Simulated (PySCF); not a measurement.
Peak assignment

Atoms are numbered as in `[CH3:1][PH:2][c:3]1[cH:4][cH:5][cH:6][cH:7][cH:8]1`. Hydrogens are named by the atom that carries them.

- geometry from GFN2-xTB
- GIAO PBE0/pcSseg-1 shieldings
- code: PySCF
- in vacuum, non-relativistic Hamiltonian, a single conformation, averaged over atoms made equivalent by symmetry, fast rotation or ring inversion

δ = σ(ref) − σ, references computed at the same level: TMS for $^{13}$C, $^{1}$H.

Question: Assign these signals to the numbered atoms. $^{13}$C{$^{1}$H} NMR (computed): δ 148.1 (C), 137.6 (CH), 134.0 (CH), 132.7 (CH), 13.8 (CH3).

Answer: 
| δ (ppm) | atoms | environment | reason |
| --- | --- | --- | --- |
| 148.1 | C3 | substituted aromatic carbon | – |
| 137.6 | C4/C8 | aromatic CH | the aromatic region |
| 134.0 | C5/C7 | aromatic CH | – |
| 132.7 | C6 | aromatic CH | – |
| 13.8 | C1 | methyl carbon bonded to P | – |

C5/C7 and C6 lie closer than the usual error of such a calculation, so a measured spectrum could show them in the other order.

Question: Assign these signals to the numbered atoms. $^{1}$H NMR (400 MHz, computed): δ 7.76 (m, 2H), 7.58 (m, 2H), 7.51 (m, 1H), 4.18 (m, 1H), 1.36 (m, 3H).

Answer: 
| δ (ppm) | atoms | environment | reason |
| --- | --- | --- | --- |
| 7.76 | H(C4)/H(C8) | hydrogen on an aromatic CH | aromatic region |
| 7.58 | H(C5)/H(C7) | hydrogen on an aromatic CH | – |
| 7.51 | H(C6) | hydrogen on an aromatic CH | – |
| 4.18 | H(P2) | hydrogen on a phosphorus bonded to 2 C | – |
| 1.36 | H(C1) | hydrogen on a methyl carbon bonded to P | – |

H(C5)/H(C7) and H(C6) lie closer than the usual error of such a calculation, so a measured spectrum could show them in the other order.

Splittings by $^{31}$P in the carbon and heteronuclear signals aren't shown, as no couplings were computed. Shifts are as computed. Against solution values, carbons near 30 ppm lie about +3 ppm off and those near 130 ppm about +5 ppm. Of 1211 compounds with measured shifts, 218 miss one by over three times the rms of a fit or turn the order of signals round; such compounds aren't used in these exercises. Multiplicities follow the n + 1 count of equivalent neighbours, as no J values were calculated; m marks all less simple cases, F and P coupling included.
